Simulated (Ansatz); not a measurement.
C$_{4}$H$_{10}$AlO$_{2}$ (SMILES CC[O][Al+][O]CC), charge +1, singlet, geometry from GFN2-xTB (such geometries of metal compounds can be far from the true shape); CCSD(T) on PBE0/6-31G* run with Ansatz (an electronic-structure program).

The Ansatz input:
Ansatz 0.2 input:
```yaml
crystal:
  periodic: [false, false, false]
  atoms:
    - {symbol: Al, position_ang: [-0.00822737, 0.03794506, -0.00287840]}
    - {symbol: O, position_ang: [-1.59769997, -0.27851310, -0.17899019]}
    - {symbol: C, position_ang: [-2.64904094, -0.64359554, 0.72362310]}
    - {symbol: C, position_ang: [-2.25755280, -0.30057136, 2.14420338]}
    - {symbol: H, position_ang: [-3.52604352, -0.07364592, 0.40407054]}
    - {symbol: H, position_ang: [-2.83967804, -1.71337710, 0.60644694]}
    - {symbol: H, position_ang: [-2.17390254, 0.78102768, 2.26409564]}
    - {symbol: H, position_ang: [-2.97163523, -0.68578690, 2.86928355]}
    - {symbol: H, position_ang: [-1.27488114, -0.76096394, 2.34600586]}
    - {symbol: O, position_ang: [1.56413623, 0.43331083, 0.16724772]}
    - {symbol: C, position_ang: [2.70016484, 0.40780944, -0.70573709]}
    - {symbol: C, position_ang: [2.24673363, 0.35046993, -2.14798853]}
    - {symbol: H, position_ang: [3.25408716, 1.32792305, -0.49921614]}
    - {symbol: H, position_ang: [3.31076948, -0.45932158, -0.44163272]}
    - {symbol: H, position_ang: [1.72877774, 1.27191146, -2.41982527]}
    - {symbol: H, position_ang: [3.07837069, 0.19351730, -2.83194150]}
    - {symbol: H, position_ang: [1.54777271, -0.49762641, -2.25053307]}
basis:
  gaussian:
    orbitals: 6-31G*
hamiltonian:
  xc: pbe0
total_charge: 1
magnetization: {spin_polarized: false}
correlation: {method: ccsd_t}
```

The log (banner, timings and long lists left out):

```
Functional definition: PBE0
1317 factors; integrals over basis functions are off by at most 5.6e-4 eV
mean field evaluation 1: about -14963.4941 eV, gradient 9.8e1 eV
mean field evaluation 2: about -14963.9546 eV, gradient 9.8e1 eV
mean field evaluation 4: about -14981.8516 eV, gradient 2.7e1 eV
mean field evaluation 8: about -14983.3685 eV, gradient 1.3e0 eV
mean field evaluation 16: about -14983.3724 eV, gradient 1.3e-4 eV
mean field -14983.37238568 eV, -550.6287790793 hartree, gradient 7.1e-7 eV, S^2 0.000000; 0 other end points of the search recorded, 0 dependent functions left out
11 core orbitals not correlated
reference -14931.15744775 eV, -548.7099155028 hartree; 20, 20 occupied and 98, 98 virtual orbitals, 1317 factors
second order -26.08174242 eV of doubles, -0.62876995 eV of singles
cycle   1  -26.31418915 eV  change    3.7e-1 eV  update   1.5e-1
cycle   2  -27.03334565 eV  change   -7.2e-1 eV  update   6.1e-2
cycle   3  -27.29257034 eV  change   -2.6e-1 eV  update   1.7e-2
cycle   4  -27.31044926 eV  change   -1.8e-2 eV  update   4.6e-3
cycle   5  -27.31064138 eV  change   -1.9e-4 eV  update   1.7e-3
cycle   6  -27.31113843 eV  change   -5.0e-4 eV  update   5.9e-4
cycle   7  -27.31073239 eV  change    4.1e-4 eV  update   2.4e-4
cycle   8  -27.31056837 eV  change    1.6e-4 eV  update   8.0e-5
cycle   9  -27.31055192 eV  change    1.6e-5 eV  update   3.0e-5
perturbative correction -0.83245911 eV, -0.0305923079 hartree
Total energy: -14959.30045878 eV, -549.7441520820 hartree
```
